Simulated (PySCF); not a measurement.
isopropylamine cation (C3H9N), SMILES CC(C)N (connectivity only; charge and spin as stated), charge +1, multiplicity 2. Atoms are numbered in the order given.

```xyz
13

C      0.0911    -0.6965    -1.3017
C     -0.2894     0.0163     0.0000
C      0.0911    -0.6965     1.3017
N      0.0824     1.3824     0.0000
H     -0.3862    -1.6850    -1.3220
H      1.1827    -0.8354    -1.3448
H     -0.2401    -0.1402    -2.1919
H     -1.4242     0.0848     0.0000
H     -0.2401    -0.1402     2.1919
H      1.1827    -0.8354     1.3448
H     -0.3862    -1.6850     1.3220
H      0.1887     1.9099     0.8745
H      0.1887     1.9099    -0.8745
```
Charge +1, spin multiplicity 2.

Geometry optimised at B3LYP-D3(BJ)/def2-SVP. The spin state was assumed, not searched. Other conformers were not sampled.

The numbers are results of PBE/pcH-1 (PySCF), not measurements.

Unrestricted Kohn–Sham, ⟨S²⟩ = 0.753. Hyperfine tensors hold the contact and dipolar terms, without spin-orbit corrections.

Computed hyperfine couplings:
```json
[
 {"nucleus": "13C no. 1", "A(iso) (MHz)": "15.2", "A(iso) (G)": "5.4", "dipolar principal values (MHz)": "-5.1, -4.8, 9.9"},
 {"nucleus": "13C no. 2", "A(iso) (MHz)": "-26.1", "A(iso) (G)": "-9.3", "dipolar principal values (MHz)": "-13.4, -9.0, 22.3"},
 {"nucleus": "13C no. 3", "A(iso) (MHz)": "15.2", "A(iso) (G)": "5.4", "dipolar principal values (MHz)": "-5.1, -4.8, 9.9"},
 {"nucleus": "14N no. 4", "A(iso) (MHz)": "24.5", "A(iso) (G)": "8.8", "dipolar principal values (MHz)": "-35.5, -35.4, 71.0"},
 {"nucleus": "1H no. 5", "A(iso) (MHz)": "-3.2", "A(iso) (G)": "-1.1", "dipolar principal values (MHz)": "-4.1, -1.5, 5.6"},
 {"nucleus": "1H no. 6", "A(iso) (MHz)": "35.1", "A(iso) (G)": "12.5", "dipolar principal values (MHz)": "-4.4, -0.1, 4.5"},
 {"nucleus": "1H no. 7", "A(iso) (MHz)": "2.4", "A(iso) (G)": "0.9", "dipolar principal values (MHz)": "-4.0, -3.3, 7.3"},
 {"nucleus": "1H no. 8", "A(iso) (MHz)": "422.9", "A(iso) (G)": "150.9", "dipolar principal values (MHz)": "-11.9, -6.3, 18.2"},
 {"nucleus": "1H no. 9", "A(iso) (MHz)": "2.4", "A(iso) (G)": "0.9", "dipolar principal values (MHz)": "-4.0, -3.3, 7.3"},
 {"nucleus": "1H no. 10", "A(iso) (MHz)": "35.1", "A(iso) (G)": "12.5", "dipolar principal values (MHz)": "-4.4, -0.1, 4.5"},
 {"nucleus": "1H no. 11", "A(iso) (MHz)": "-3.2", "A(iso) (G)": "-1.1", "dipolar principal values (MHz)": "-4.1, -1.5, 5.6"},
 {"nucleus": "1H no. 12", "A(iso) (MHz)": "-48.7", "A(iso) (G)": "-17.4", "dipolar principal values (MHz)": "-39.3, -9.0, 48.3"},
 {"nucleus": "1H no. 13", "A(iso) (MHz)": "-48.7", "A(iso) (G)": "-17.4", "dipolar principal values (MHz)": "-39.3, -9.0, 48.3"}
]
```
